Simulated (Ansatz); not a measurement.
BPH3F3, relaxed as a singlet with RKS PBE-D4/def2-SVP in Ansatz, starting from the GFN2-xTB geometry. Force threshold 0.02 eV/Å.

In the singlet geometry the species has come apart into loosely held pieces.

Start:

```xyz
8

B    -0.435   -1.249   -0.332
F    -0.532   -1.777    0.883
F     0.565   -1.664   -1.097
F    -1.565   -0.906   -0.939
P     0.342    0.910    0.242
H     1.487    1.119    0.989
H    -0.484    1.725    0.994
H     0.623    1.841   -0.740
```

```json
{"step": "1", "energy (eV)": "-18146.0940", "largest force component (eV/Å)": "1.318", "SCF passes": "22"}
{"step": "2", "energy (eV)": "-18146.2004", "largest force component (eV/Å)": "0.512", "SCF passes": "23"}
{"step": "3", "energy (eV)": "-18146.2093", "largest force component (eV/Å)": "0.385", "SCF passes": "23"}
{"step": "4", "energy (eV)": "-18146.2173", "largest force component (eV/Å)": "0.057", "SCF passes": "23"}
{"step": "5", "energy (eV)": "-18146.2174", "largest force component (eV/Å)": "0.025", "SCF passes": "21"}
{"step": "6", "energy (eV)": "-18146.2176", "largest force component (eV/Å)": "0.022", "SCF passes": "22"}
{"step": "7", "energy (eV)": "-18146.2181", "largest force component (eV/Å)": "0.012", "SCF passes": "23"}
{"step": "8", "energy (eV)": "-18146.2188", "largest force component (eV/Å)": "0.021", "SCF passes": "24"}
{"step": "9", "energy (eV)": "-18146.2188", "largest force component (eV/Å)": "0.012", "SCF passes": "21"}
{"step": "10", "energy (eV)": "-18146.2191", "largest force component (eV/Å)": "0.094", "SCF passes": "23"}
{"step": "11 (rejected)", "energy (eV)": "-18146.2188", "largest force component (eV/Å)": "0.220", "SCF passes": "24"}
{"step": "12", "energy (eV)": "-18146.2204", "largest force component (eV/Å)": "0.068", "SCF passes": "23"}
{"step": "13 (rejected)", "energy (eV)": "-18146.2199", "largest force component (eV/Å)": "0.132", "SCF passes": "27"}
{"step": "14", "energy (eV)": "-18146.2215", "largest force component (eV/Å)": "0.006", "SCF passes": "23"}
{"step": "15", "energy (eV)": "-18146.2216", "largest force component (eV/Å)": "0.043", "SCF passes": "23"}
{"step": "16 (rejected)", "energy (eV)": "-18146.2215", "largest force component (eV/Å)": "0.041", "SCF passes": "23"}
{"step": "17", "energy (eV)": "-18146.2216", "largest force component (eV/Å)": "0.016", "SCF passes": "22"}
```

Force components are those of the run's own axes.

End:

Cartesian coordinates in Å:
```
B -0.519 -1.487 -0.394
F -0.615 -1.902 0.869
F 0.570 -1.790 -1.101
F -1.611 -1.056 -1.026
P 0.360 1.043 0.276
H 1.585 1.239 0.998
H -0.415 1.922 1.104
H 0.645 2.031 -0.725
```

Bonds lost: B1–P5 (atoms count from 1). The end holds 2 separate pieces.

The force fell under the threshold at step 7, but the optimiser went on and released 0.004 eV more. No frequencies were taken in this run, so the end may be a saddle point.

Hardware: 2 threads of Intel Xeon Platinum 8488C on a shared host. Wall time 18 s.
